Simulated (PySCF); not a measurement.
**How the method changes the constants of TlSi⁻**

State: ³Σ⁻ (triplet), unpaired electrons π ↑↑. Set-up: basis Tl def2-SVPD with ECP60, Si def2-SVPD; scalar-relativistic core potentials; PySCF 2.14. De refers to Tl + Si⁻ in their high-spin ground configurations, without counterpoise correction. The functionals are run spin-unrestricted. A positive dipole points towards Si; it is taken about the centre of mass and depends on that origin.

```tsv
Level	Re (Å)	ωe (cm⁻¹)	De (eV)	μ (D)	CPU s a point (SCF and correlation, without the integrals)
UHF	2.662	265	n/a	-5.72	0.17
UHF-MP2	2.649	275	n/a	n/a	0.26
UHF-SCS-MP2	2.662	269	n/a	n/a	n/a
UHF-CCSD	2.678	255	n/a	n/a	n/a
UHF-CCSD(T)	2.689	251	n/a	n/a	4.8
PBE	2.698	246	n/a	-5.12	0.52
revPBE	2.715	241	n/a	-5.26	0.35
BLYP	2.733	234	n/a	-5.03	0.57
r²SCAN	2.666	257	n/a	-5.16	0.69
PBE0	2.659	263	n/a	-5.34	0.86
M06	2.693	253	n/a	-5.05	0.74
ωB97X	2.624	278	n/a	-5.64	0.71
```

The bond length runs from 2.624 Å (ωB97X) to 2.733 Å (BLYP).

Correlated steps freeze 9 core orbitals. These are scalar-relativistic numbers at best; spin–orbit coupling would shift them, the dissociation energy most. The highest Kohn–Sham level is positive in this anion. Much of that is self-interaction error, but it also means that the finite basis helps to hold the extra electron. The state was picked by a PBE0 search and need not be the measured ground state.

The whole job (state search and all levels along the bond) took about 2.2 min on 1 thread of Intel Xeon Platinum 8488C (shared host), peak memory 0.76 GiB.
